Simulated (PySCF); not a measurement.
# TDDFT excited states: Be5Se5

(BeSe)5 ring, Be5Se5.
Structure used (PBE0-D3(BJ)/def2-SVP), in Å, numbered top down from 1:
```
atom  x, y, z in Å
Be1   -1.7199    1.5257   -0.1609
Se2   -0.5024    3.0469   -0.7011
Be3    1.1705    1.9318   -0.4654
Se4    2.9765    1.0189   -0.3552
Be5    2.1346   -0.2997    0.9204
Se6    1.2479   -1.6967    2.0853
Be7    0.3597   -2.1537    0.3251
Se8   -0.5709   -2.4258   -1.4527
Be9   -1.8902   -1.1580   -0.5919
Se10  -3.0811    0.1338    0.4007
```

Level of theory: TDDFT B3LYP/def2-SVPD, vertical, gas phase, core orbitals frozen in the response (PySCF). The B3LYP/def2-SVPD calculation is non-relativistic and has no spin–orbit coupling, an omission that weighs most on selenium.

| state | E (eV) | λ (nm) | ν̃ (cm⁻¹) | f | main configurations (H = HOMO, L = LUMO) |
| --- | --- | --- | --- | --- | --- |
| S1 | 3.68 | 336.9 | 29680 | 0.0000 | H→L (95%) |
| S2 | 4.10 | 302.3 | 33080 | 0.0016 | H-2/H-1→L (≥71%), H-3→L (16%) |
| S3 | 4.19 | 296.1 | 33770 | 0.0059 | H-2/H-1→L (≥78%) |
| S4 | 4.33 | 286.5 | 34900 | 0.0028 | H→L+1 (38%), H-3→L (17%), H-2/H-1→L+1 (≥12%) |
| S5 | 4.47 | 277.1 | 36090 | 0.0024 | H→L+2 (23%), H-2/H-1→L+2 (≥19%), H-3→L+1 (17%) |
| S6 | 4.55 | 272.4 | 36710 | 0.053 | H-3→L (61%), H→L+1 (20%) |
| S7 | 4.60 | 269.7 | 37080 | 0.014 | H→L+2 (38%), H-2/H-1→L+1 (≥26%), H→L+1 (12%) |
| S8 | 4.62 | 268.4 | 37260 | 0.023 | H-4→L (26%), H→L+1 (16%), H→L+2 (14%) |
| S9 | 4.72 | 262.8 | 38060 | 0.0039 | H-4→L (32%), H-2/H-1→L+1 (≥17%), H-2/H-1→L+2 (≥9%) |

Triplets (Tamm–Dancoff): T1 3.56 eV, H→L (95%); T2 3.92 eV, H-2/H-1→L (≥75%), H→L+1 (11%); T3 3.97 eV, H-2/H-1→L (≥88%).

The lowest singlet comes at 337 nm (355 kJ/mol) in the ultraviolet; it is dark (f under 0.0005); its leading configuration is HOMO→LUMO (95%). The strongest level in the table is S6 at 4.55 eV (272 nm, f = 0.053). Löwdin shares by element: HOMO selenium 91% or more; LUMO beryllium 31% or more, selenium 28% or more (atoms not listed hold the other 40%). The listed states span 1.04 eV, and the widest gap between neighbours is 0.42 eV (S1 to S2). Orbital energies (eV): HOMO-3 -7.63, HOMO-2 -7.49, HOMO-1 -7.49, HOMO -7.09, LUMO -2.49, LUMO+1 -1.98, LUMO+2 -1.81. The oscillator strengths of these states sum to 0.106; summed over the whole spectrum of an exact calculation they would give the number of electrons, 190 (Thomas–Reiche–Kuhn). The vertical ionisation energy (ΔSCF) is 8.62 eV, 3.91 eV above S9. Orbitals of the list HOMO-3 to LUMO+2 that lie within 0.01 eV of each other are written together with a slash and their weights summed (≥ marks a lower bound); for degenerate orbitals outside that list single weights are arbitrary. The window holds the lowest 10 singlets. The highest level found (4.81 eV, f 0.0004 so far) is left out, since the window may have cut off a degenerate partner.

Hardware: one thread, AMD EPYC (x86_64), on a shared host. Cost: 20 min of wall time (with the writing of density and orbital grids), 1.6 GiB resident at most.
